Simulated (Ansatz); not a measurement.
Ideal-gas functions of `[NH2][Nb](=[O])([F])[Cl]` at 800 K and 1 bar, from an Ansatz frequency run at PBE0-D4/def2-TZVP.

Molar mass 179.38 g/mol, point group C1 (symmetry number 1), electronic degeneracy 1, moments of inertia 156.543, 264.053, 287.964 u Å². Harmonic wavenumbers (cm⁻¹, unscaled): 138, 155, 184, 219, 246, 397, 437, 528, 602, 691, 724, 1059, 1540, 3562, 3667.

Use S(trans) = R[1.5 ln M + 2.5 ln T − 1.1517]; rotational temperatures θ = 24.2544 K / I; S(rot) = R[ln(√π/σ · √(T³/θAθBθC)) + 1.5]; for each mode x = 1.438777 ν̃/T, S = R[x/(eˣ − 1) − ln(1 − e⁻ˣ)] and H = RT x/(eˣ − 1); 1 cm⁻¹ = 0.0119627 kJ/mol; R = 8.31446 J/(mol·K).

Task: By hand: the entropy, in J/(mol·K).

Result: Translation 194.1. Rotation: θ = 0.1549, 0.0919, 0.0842 K, giving 128.6. Vibration, mode by mode: 19.92, 18.96, 17.55, 16.11, 15.16, 11.29, 10.53, 9.05, 8.05, 7.02, 6.68, 4.11, 2.08, 0.10, 0.09, in all 146.7. Electronic 0.0. Sum 469.4 J/(mol·K).

Task: By hand: H − E and G − E in kJ/mol, counted from the electronic energy.

Result: Zero-point energy ½ × 14149 × 0.0119627 = 84.6; thermal vibration 54.7; translation, rotation and pV give 4 RT = 26.6. H − E = 165.9 kJ/mol, and G − E = 165.9 − 800 × 469.4/1000 = -209.6 kJ/mol.

Vibration gives 31 % of the entropy, 19.9 J/(mol·K) of it from the mode under 150 cm⁻¹: soft modes count most, and the harmonic formula is weakest for them. The sum counts one conformer and one mirror image; others add a mixing term.
